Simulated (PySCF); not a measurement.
**Predicted spectroscopic data**

[PySCF 2.14: spin–spin couplings from B3LYP/pcJ-1; PBE0/pcSseg-1 with gauge-including orbitals; structure optimised with PBE0-D3(BJ)/def2-SVP; one computed conformer; no solvent model; non-relativistic Hamiltonian; averaged over atoms made equivalent by symmetry, fast rotation or ring inversion]

References, each an isolated molecule treated in the same way: 1H (σ = 31.27 ppm), 13C (σ = 184.41 ppm) against TMS. Multiplet labels drop J under 1 Hz and among equivalent protons, and merge close values. Unscaled 3J(H,H) run several per cent high. Where no couplings were computed, multiplicities follow the n + 1 count of equivalent neighbours, and m marks all less simple cases (inequivalent or close neighbours, rings, F or P nearby). One-bond C–F couplings are unscaled and too large by tens of Hz. Shifts are as computed. Against solution values, carbons near 30 ppm lie about +2 ppm off and those near 130 ppm about +5 ppm (rms about the fit 1.9 ppm; single classes can miss by 10 ppm). Of 1328 compounds with measured shifts, 309 miss one by over three times the rms of a fit or turn the order of signals round; such compounds aren't used in these exercises. Signals without a measured value on file couldn't be tested in this way; 1H shifts scatter by 0.2 ppm about their fit, and single ones miss by 0.5 ppm.

**1.** SMILES C1=CN=NC(C(C)(C)C)=N1, C$_{7}$H$_{11}$N$_{3}$. 1H NMR (500 MHz, computed): δ 9.21 (d, 1H), 8.31 (d, 1H), 1.56 (s, 9H). 13C{1H} NMR (computed): δ 184.1 (C), 153.1 (CH), 150.4 (CH), 40.4 (C), 31.5 (CH3).

**2.** `CC(F)F`, C$_{2}$H$_{4}$F$_{2}$. 1H NMR (500 MHz, computed): δ 5.84 (tq, J = 64.1, 5.1 Hz, 1H), 1.42 (td, J = 20.2, 5.1 Hz, 3H). 13C{1H} NMR (computed): δ 117.4 (CH, t, J = 299.5 Hz), 22.5 (CH3, t, J = 23.6 Hz).
